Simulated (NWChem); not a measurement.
System: Si2NH5F2; SMILES F[SiH](F)N[SiH3]

Input file for NWChem:

```
start job
memory heap 200 mb stack 900 mb global 1100 mb
geometry units angstroms noautosym nocenter noautoz
  Si    -0.082381    -2.102307    -0.251998
  N     -0.623176    -0.618164     0.510739
  Si     0.011612     0.952666     0.327741
  F      1.583951     0.984792     0.689170
  F     -0.042900     1.429064    -1.213151
  H      0.350655    -3.104650     0.767760
  H      1.066848    -1.739878    -1.127374
  H     -1.172730    -2.714113    -1.069912
  H     -1.416254    -0.689752     1.142732
  H     -0.716122     1.919652     1.171516
end
basis spherical
  * library 6-31g*
end
dft
  xc b3lyp
  iterations 150
end
property
  response 1 0.0773
end
task dft property
```

NWChem printed, in part:

```
             Northwest Computational Chemistry Package (NWChem) 7.3.0
             --------------------------------------------------------

                             Geometry "geometry" -> ""
                             -------------------------

 Output coordinates in angstroms (scale by  1.889725989 to convert to a.u.)

  No.       Tag          Charge          X              Y              Z
 ---- ---------------- ---------- -------------- -------------- --------------
    1 Si                  14.0000    -0.08238100    -2.10230700    -0.25199800
    2 N                    7.0000    -0.62317600    -0.61816400     0.51073900
    3 Si                  14.0000     0.01161200     0.95266600     0.32774100
    4 F                    9.0000     1.58395100     0.98479200     0.68917000
    5 F                    9.0000    -0.04290000     1.42906400    -1.21315100
    6 H                    1.0000     0.35065500    -3.10465000     0.76776000
    7 H                    1.0000     1.06684800    -1.73987800    -1.12737400
    8 H                    1.0000    -1.17273000    -2.71411300    -1.06991200
    9 H                    1.0000    -1.41625400    -0.68975200     1.14273200
   10 H                    1.0000    -0.71612200     1.91965200     1.17151600

 Effective nuclear repulsion energy (a.u.)     312.0286750317

                              NWChem Property Module
                              ----------------------

                                 NWChem DFT Module
                                 -----------------

 Summary of "ao basis" -> "ao basis" (spherical)
 ------------------------------------------------------------------------------
       Tag                 Description            Shells   Functions and Types
 ---------------- ------------------------------  ------  ---------------------
 Si                          6-31g*                  8       18   4s3p1d
 N                           6-31g*                  6       14   3s2p1d
 F                           6-31g*                  6       14   3s2p1d
 H                           6-31g*                  2        2   2s

            General Information
            -------------------
          SCF calculation type: DFT
          Wavefunction type:  closed shell.
          No. of atoms     :    10
          No. of electrons :    58
           Alpha electrons :    29
            Beta electrons :    29
          Charge           :     0
          Spin multiplicity:     1
          Use of symmetry is: off; symmetry adaption is: off
          Maximum number of iterations: 150
          AO basis - number of functions:    88
                     number of shells:    44
          Convergence on energy requested:  1.00D-06
          Convergence on density requested:  1.00D-05
          Convergence on gradient requested:  5.00D-04

              XC Information
              --------------
                         B3LYP Method XC Potential
                     Hartree-Fock (Exact) Exchange  0.200
                        Slater Exchange Functional  0.800 local
                    Becke 1988 Exchange Functional  0.720 non-local
              Lee-Yang-Parr Correlation Functional  0.810
                  VWN I RPA Correlation Functional  0.190 local

             Grid Information
             ----------------
          Grid used for XC integration:  medium
          Radial quadrature: Mura-Knowles
          Angular quadrature: Lebedev.
          Tag              B.-S. Rad. Rad. Pts. Rad. Cut. Ang. Pts.
          ---              ---------- --------- --------- ---------
          Si                  1.10       88          11.0       590
          N                   0.65       49           8.0       434
          F                   0.50       49          12.0       434
          H                   0.35       45          12.0       434
          Grid pruning is: on
          Number of quadrature shells:   548
          Spatial weights used:  Erf1

      Superposition of Atomic Density Guess
      -------------------------------------

 Sum of atomic energies:        -833.16418003

      Non-variational initial energy
      ------------------------------

 Total energy =    -834.601058
 1-e energy   =   -1777.177050
 2-e energy   =     630.547318
 HOMO         =      -0.348287
 LUMO         =       0.038488

   convergence    iter        energy       DeltaE   RMS-Dens  Diis-err
 ---------------- ----- ----------------- --------- --------- ---------
 d= 0,ls=0.0,diis     1   -836.4972112159 -1.15D+03  1.49D-02  8.62D-01
 d= 0,ls=0.0,diis     2   -836.4705749453  2.66D-02  7.12D-03  1.43D+00
 d= 0,ls=0.0,diis     3   -836.5917674166 -1.21D-01  9.11D-04  2.04D-02
 d= 0,ls=0.0,diis     4   -836.5932416975 -1.47D-03  3.24D-04  1.44D-03
 d= 0,ls=0.0,diis     5   -836.5933520665 -1.10D-04  1.32D-04  4.23D-04
  Resetting Diis
 d= 0,ls=0.0,diis     6   -836.5933973485 -4.53D-05  2.14D-05  3.70D-06
 d= 0,ls=0.0,diis     7   -836.5933978593 -5.11D-07  6.14D-06  1.17D-07

         Total DFT energy =     -836.593397859323
      One electron energy =    -1780.666454827549
           Coulomb energy =      703.836344636805
    Exchange-Corr. energy =      -71.791962700313
 Nuclear repulsion energy =      312.028675031734

 Numeric. integr. density =       57.999991455576

                       DFT Final Molecular Orbital Analysis
                       ------------------------------------

 Vector   27  Occ=2.000000D+00  E=-3.622939D-01
              MO Center= -4.6D-02,  4.9D-01,  2.8D-01, r^2= 4.5D+00
   Bfn.  Coefficient  Atom+Function         Bfn.  Coefficient  Atom+Function
  ----- ------------  ---------------      ----- ------------  ---------------
    88      0.332212  10 H  s                22     -0.233959   2 N  py
    87      0.234865  10 H  s                 7     -0.182363   1 Si px
    54     -0.177366   4 F  py               40      0.172767   3 Si py
    68     -0.165471   5 F  py               82     -0.151620   7 H  s
     9      0.147850   1 Si pz               81     -0.147373   7 H  s

 Vector   28  Occ=2.000000D+00  E=-3.521898D-01
              MO Center=  1.6D-01, -1.7D+00, -3.6D-01, r^2= 3.8D+00
   Bfn.  Coefficient  Atom+Function         Bfn.  Coefficient  Atom+Function
  ----- ------------  ---------------      ----- ------------  ---------------
    82      0.275043   7 H  s                81      0.245011   7 H  s
     8      0.243229   1 Si py                7      0.235262   1 Si px
    22     -0.159373   2 N  py               84     -0.156008   8 H  s
    80     -0.152401   6 H  s                83     -0.142750   8 H  s
    88      0.143006  10 H  s                 9     -0.140201   1 Si pz

 Vector   29  Occ=2.000000D+00  E=-2.852596D-01
              MO Center= -4.8D-01, -9.6D-01,  3.2D-01, r^2= 2.6D+00
   Bfn.  Coefficient  Atom+Function         Bfn.  Coefficient  Atom+Function
  ----- ------------  ---------------      ----- ------------  ---------------
    23      0.388276   2 N  pz               27      0.335092   2 N  pz
    21      0.317376   2 N  px               25      0.273377   2 N  px
    80     -0.201066   6 H  s                84      0.199515   8 H  s
    79     -0.131775   6 H  s                83      0.130886   8 H  s
     9     -0.084528   1 Si pz               22     -0.082408   2 N  py

 Vector   30  Occ=0.000000D+00  E= 9.357696D-03
              MO Center= -3.2D-01, -1.8D+00, -3.9D-04, r^2= 5.0D+00
   Bfn.  Coefficient  Atom+Function         Bfn.  Coefficient  Atom+Function
  ----- ------------  ---------------      ----- ------------  ---------------
    24      1.016240   2 N  s                12     -0.657401   1 Si py
    13     -0.564017   1 Si pz               11      0.513327   1 Si px
    82     -0.355604   7 H  s                86     -0.315022   9 H  s
    42     -0.260013   3 Si s                 8     -0.212344   1 Si py
    26     -0.173855   2 N  py               10     -0.168062   1 Si s

 Vector   31  Occ=0.000000D+00  E= 6.085038D-02
              MO Center=  6.3D-02, -3.5D-01,  3.2D-02, r^2= 7.4D+00
   Bfn.  Coefficient  Atom+Function         Bfn.  Coefficient  Atom+Function
  ----- ------------  ---------------      ----- ------------  ---------------
    12      0.870678   1 Si py               44      0.650682   3 Si py
    82     -0.650223   7 H  s                11      0.600434   1 Si px
    80      0.515592   6 H  s                84      0.494081   8 H  s
    43      0.443107   3 Si px                6     -0.338507   1 Si s
    13     -0.329580   1 Si pz               10      0.283374   1 Si s

 Vector   32  Occ=0.000000D+00  E= 6.332981D-02
              MO Center= -7.4D-02, -7.4D-01,  3.7D-02, r^2= 7.2D+00
   Bfn.  Coefficient  Atom+Function         Bfn.  Coefficient  Atom+Function
  ----- ------------  ---------------      ----- ------------  ---------------
    82      0.852285   7 H  s                12     -0.770850   1 Si py
    43      0.698101   3 Si px               11     -0.673967   1 Si px
    84     -0.407490   8 H  s                24      0.352669   2 N  s
    45     -0.349752   3 Si pz               13      0.341318   1 Si pz
     6     -0.339399   1 Si s                80     -0.338927   6 H  s

     Multipole analysis of the density
     ---------------------------------

     L   x y z        total         alpha         beta         nuclear
     -   - - -        -----         -----         ----         -------
     0   0 0 0     -0.000000    -29.000000    -29.000000     58.000000

     1   1 0 0     -0.771818     -6.649271     -6.649271     12.526725
     1   0 1 0     -0.418863      4.539600      4.539600     -9.498063
     1   0 0 1      0.555020     -0.482602     -0.482602      1.520224

     2   2 0 0    -32.523305    -70.840076    -70.840076    109.156847
     2   1 1 0     -0.514465    -33.474100    -33.474100     66.433735
     2   1 0 1     -2.444782    -12.422517    -12.422517     22.400251
     2   0 2 0    -32.172643   -245.631192   -245.631192    459.089740
     2   0 1 1      1.030194     -6.672783     -6.672783     14.375761
     2   0 0 2    -32.722069    -65.324721    -65.324721     97.927374

 *** CALLING NEW AORESP DRIVER FOR CLOSED AND OPEN SHELLS ***
 Entering AOResponse driver routine

--------------------------------------------------------------------------------

          -----------------------------------------------
          Solving response equations for perturbing field
          -----------------------------------------------

 number of frequencies:     1
 frequency in a.u.:  0.7730000E-01
 Perturbing field: electric
 Using El. Dipole Length Gauge

 Setting up CPKS with frequency omega =      0.07730000 a.u.

                            NWChem Dynamic CPHF Module
                            --------------------------

    scftype = RHF
    nclosed =   29
      nopen =    0
  variables =     3422
  num. vecs =        3
  tolerance =   1.0D-04
  max. iter =   50

 SCF residual:    3.9699147679370339E-004

Iterative solution of linear equations
  No. of variables     3422
  No. of equations        3
  Maximum subspace       30
       Convergence  1.0D-04

   iter   nsub   residual    time
   ----  ------  --------  ---------
     1      3    1.23D+00      30.7
     2      6    1.20D+00      41.0
     3      9    2.73D-01      50.7
     4     12    5.17D-02      57.9
     5     15    9.42D-03      64.3
     6     18    1.05D-03      70.9
     7     21    6.55D-05      77.7

 Electric Dipole Response Matrix (nonzero elements):

              1        2        3
    1   42.2247   1.1405  -0.8282
    2    1.1405  56.4481   2.4058
    3   -0.8282   2.4058  42.1530

 ------------------------------------------
 average:        46.94195 + I       0.00000

 DFT Linear Response polarizability / au
 Frequency  =       0.0773000 / au
 Wavelength =     589.4353558 / nm
              X              Y              Z
 -----------------------------------------------
 X      42.2247387      1.1405189     -0.8281702
 Y       1.1404850     56.4481361      2.4058109
 Z      -0.8281790      2.4057768     42.1529799
 -----------------------------------------------
 Eigenvalues =      42.9772750     56.9094339     40.9391458
 Isotropic   =      46.9419516
 Anisotropic =      15.0550511
 -----------------------------------------------

 Magnetic Dipole Response Matrix (nonzero elements):
```

Level: B3LYP/6-31G* (spherical d). The geometry was optimised at PBE0/def2-SVP. B3LYP is NWChem's, with the RPA form of VWN correlation.
